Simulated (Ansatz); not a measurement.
GaCl, SMILES [Cl][Ga] (connectivity only; charge and spin as stated), neutral, multiplicity 1.

Geometry optimised at PBE-D3(BJ)/def2-TZVP.

Two levels are set side by side: PBE/def2-TZVPD (Ansatz, a first-principles code) and CAM-B3LYP/def2-TZVPD (Ansatz). Energy differences of separate SCF runs at the same geometry; the states with an electron removed or added have multiplicity 2 and 2. Differences are taken from unrounded values.

```
quantity                           CAM-B3LYP
---------------------------------  ---------
vertical ionisation energy (eV)        10.02
vertical singlet–triplet gap (eV)       3.67
```

Task: What does PBE give, and how far is it from CAM-B3LYP? (An estimate is asked for; the answer gives what the named calculation found.)

Result: 
```tsv
quantity	PBE	PBE minus CAM-B3LYP
vertical ionisation energy (eV)	9.84	-0.18
vertical singlet–triplet gap (eV)	3.57	-0.10
```
